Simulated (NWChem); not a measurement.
C3H6Si; SMILES C[SiH2]C#C

```xyz
10

Si    -0.6088    -0.5311     0.0000
C      0.8674    -1.7053     0.0000
C     -0.0350     1.2203     0.0000
C      0.3697     2.3807     0.0000
H     -1.4624    -0.7499     1.2203
H     -1.4624    -0.7499    -1.2203
H      1.4956    -1.5422    -0.8981
H      1.4956    -1.5422     0.8981
H      0.5230    -2.7591     0.0000
H      0.7219     3.4042     0.0000
```
Atoms are numbered in this order, from 1.

Results from NWChem. Medium grid unless said otherwise, to which SCAN and Minnesota functionals are sensitive. Coordinates come from a PBE-D3(BJ)/def2-SVP optimisation.

Question: Predict the results for M06-L/def2-TZVP. Quantities: highest occupied level (eV); orbital gap (eV); dipole (D).

Answer: 
```
Quantity                     Result
---------------------------  ------
highest occupied level (eV)   -7.00
orbital gap (eV)               6.34
dipole (D)                     0.78
```
